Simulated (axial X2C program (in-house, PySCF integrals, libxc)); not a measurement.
## Bond lengths and stretching modes, held linear, of SZrS⁺

Calculated with an in-house all-electron X2C program for linear molecules (integrals from PySCF): two-component X2C with atomic mean-field Coulomb and Gaunt terms, Gaussian nuclei, basis S dyall-av3z, Zr dyall-v3z with contracted cores. Spin-free rows use the one-electron spin-free X2C Hamiltonian.

Masses S 31.972, Zr 89.905, S 31.972 u. States: 2c Ω = 1/2 (beyond evenly filled blocks: ω = 1/2); spin-free M_S = 1/2, Λ = 0 (beyond evenly filled blocks: σα).

LDA, 2c: energies above the lowest point

```
r(S–Zr) (Å)  r(Zr–S) (Å)  E (meV)
     2.1645       2.1645    73.89
     2.1645       2.2200    32.74
     2.1645       2.2755    54.80
     2.2200       2.1645    32.74
     2.2200       2.2200     0.00
     2.2200       2.2755    30.31
     2.2200       2.3310   109.57
     2.2755       2.1645    54.80
     2.2755       2.2200    30.31
     2.2755       2.2755    68.75
     2.3310       2.2200   109.57
     2.3310       2.3310   250.90
```

Task: Fit a quadratic surface with cubic terms in each bond: where is the minimum, and what are the two stretching wavenumbers?

Result: At LDA, 2c: bonds 2.219 and 2.219 Å; harmonic stretches 443.6 and 510.1 cm⁻¹; force constants 3.29, 3.29 and coupling 0.42 mdyn/Å.

The other levels and Hamiltonians give:

```csv
Hamiltonian,level,r(S–Zr) (Å),r(Zr–S) (Å),lower stretch (cm⁻¹),upper stretch (cm⁻¹)
2c,PBE0,2.218,2.218,457.6,471.4
spin-free,PBE0,2.218,2.218,457.8,471.4
spin-free,LDA,2.219,2.219,443.7,510.3
```

Each state is one determinant, the lowest of a limited PBE0 search; the stretches come from a fit to these few points and carry an uncertainty of a few per cent. Other orders of the atoms were not compared. Left out for rough or failed fits: HF 2c, MP2 2c, HF spin-free, MP2 spin-free. The molecule was held linear; bending was not examined, so a bent shape may lie lower.
